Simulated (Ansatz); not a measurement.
Saddle point of Ge4NH15O, closed shell (Ge₃NH₁₀ ([NH3][GeH]([GeH3])[GeH3]) + GeH₃ + H₂O → Ge₃NH₉ ([NH2][GeH]([GeH3])[GeH3]) + GeH₄ + H₂O; bonds formed: Ge2–H8, H6–O9; bonds broken: H6–N7, H8–O9), PBE0-D4/def2-TZVP structure:

```
atom    x (Å)    y (Å)    z (Å)
 Ge1  -1.5531   0.1178   0.0826
 Ge2   2.3603  -0.3735  -0.6781
 Ge3  -0.8657  -0.7804   2.2332
 Ge4  -1.4900  -1.4172  -1.8026
  H5  -2.9482   0.7739   0.1916
  H6   0.3648   1.7898   0.5680
  N7  -0.4509   1.6655  -0.3252
  H8   1.8462   0.7938   0.7429
  O9   1.2706   1.5766   1.4463
 H10   2.2245  -1.9233  -0.5445
 H11   1.4046  -0.1448  -1.9294
 H12   3.7403  -0.2190  -1.3861
 H13  -0.9391   0.3105   3.3069
 H14  -1.9065  -1.8733   2.5481
 H15   0.5283  -1.3965   2.1374
 H16  -2.8644  -2.1099  -1.8334
 H17  -0.3824  -2.4545  -1.6229
 H18  -1.3020  -0.6180  -3.1006
 H19  -1.0112   2.4943  -0.4893
 H20   0.1085   1.4741  -1.1555
 H21   1.8655   2.3141   1.6109
```

Energies are electronic, without zero-point energy. Barriers and step energies count from the start structure reached by relaxing down the imaginary mode; all methods use the PBE0-D4 structures, on which another method's saddle can fall below an end. Computed with Ansatz 0.2.0 (basis: def2-TZVPP, with def2-QZVPP for the basis limit); correlated methods freeze the cores. Filled d shells of the heavier atoms are correlated. The def2 sets are not built for correlating such inner shells, so the correlated values are less sure here. B3LYP uses VWN-RPA correlation. Extrapolation: Hartree–Fock as exp(−7.88 √X), correlation as X^−2.97.

| method | barrier (kJ/mol) | step energy (kJ/mol) |
| --- | --- | --- |
| SPW92 | 1.1 | -52.9 |
| PBE-D4 | 12.4 | -83.9 |
| BLYP-D4 | 16.9 | -92.4 |
| r2SCAN-D4 | 12.8 | -101.5 |
| B97M-V | ? | -118.4 |
| PBE0-D4 | 20.8 | -97.6 |
| B3LYP-D4 | ? | -103.6 |
| r2SCAN0-D4 | 21.0 | -107.7 |
| BHLYP-D4 | 34.2 | -118.1 |
| CAM-B3LYP-D4 | 20.8 | -114.8 |
| wB97X-V | ? | -122.3 |
| wB97M-V | 30.0 | -107.9 |
| B2PLYP | 22.2 | -121.1 |
| PBE-QIDH | 24.1 | -115.9 |
| RPA on PBE | 22.3 | -129.4 |
| HF | 54.4 | -171.2 |
| MP2 | 19.5 | -122.9 |
| CCSD | 31.7 | -131.0 |
| CCSD(T) | 26.9 | -122.7 |

Q: Fill in the withheld barriers. (To be estimated.)

A: The calculation gives: wB97X-V 22.5; B97M-V 25.9; B3LYP-D4 22.8 kJ/mol. Each is the energy of the saddle less that of the start structure, by the same method.

For comparison, the barrier by CCSD(T) at an estimated basis limit (MP2 extrapolated from triple and quadruple zeta, plus CCSD(T) − MP2 in triple zeta) is 30.0 kJ/mol.

No T1 diagnostic of these runs exceeds 0.013.

Labels in which every atom is bracketed show which atoms are joined, not bond orders.

For scale, one of the runs: CCSD(T)/def2-TZVPP, 464 basis functions, launched by `ansatz run in.yaml --threads 11 --pin off --events-out ev --progress --plain --max-ram 174080MiB --backend cuda --devices 0, --max-vram 75GiB`. The run took 35 s on 11 CPU threads of an AMD EPYC 7R13 and one NVIDIA H100 (shared host), with 1.2 GiB of host memory at its peak.
